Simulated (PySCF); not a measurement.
CH4Si, SMILES C=[SiH2]. Geometry optimised at PBE-D3(BJ)/def2-TZVP.

Level of theory: PBE-D3(BJ)/def2-TZVP (PySCF 2.14.0).

Harmonic wavenumbers (cm⁻¹): 423, 460, 709, 736, 803, 903, 969, 1341, 2199, 2224, 3087, 3178. Rotational constants (GHz): 103.3, 14.64, 12.83; symmetry number 2.

### Question
Work out the zero-point energy and the ideal-gas rigid-rotor harmonic-oscillator thermochemistry at 298.15 K and 1 atm.

### Answer
ZPE = ½ Σ hcν = ½ × 17031 cm⁻¹ = 101.87 kJ/mol. H − E(el) = 114.23 kJ/mol. Entropy in J/(mol K): translation 155.98, rotation 79.35, vibration 11.22, total 246.55. G − E(el) = 40.72 kJ/mol. Cp = 58.47 J/(mol K).
